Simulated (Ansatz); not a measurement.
Ansatz results at the PBE0-D4/def2-TZVP geometry: size of the dipole moment (B3LYP/def2-TZVPP) 0.47 D; size of the dipole moment (ωB97M-V/def2-TZVPP) 0.49 D; HOMO energy (ωB97M-V/def2-TZVPP) -9.17 eV.

Each molecule was computed in one conformer, which needn't be the lowest.

(1) Which molecule gave them?
A. `Cl[SiH2][NH][GeH3]`
B. `C[N]([SiH3])[GeH3]`
C. `C=CN([SiH2]Cl)[SiH2]Cl`
D. `C=C[SiH2]N[SiH](Cl)Cl`

Answers

(1) C. The others give `C[N]([SiH3])[GeH3]`: 0.88, 0.92, -9.10; `C=C[SiH2]N[SiH](Cl)Cl`: 1.56, 1.54, -10.22; `Cl[SiH2][NH][GeH3]`: 2.10, 2.12, -10.09.

B3LYP here is the variant with VWN-RPA as its local correlation; programs differ in this.
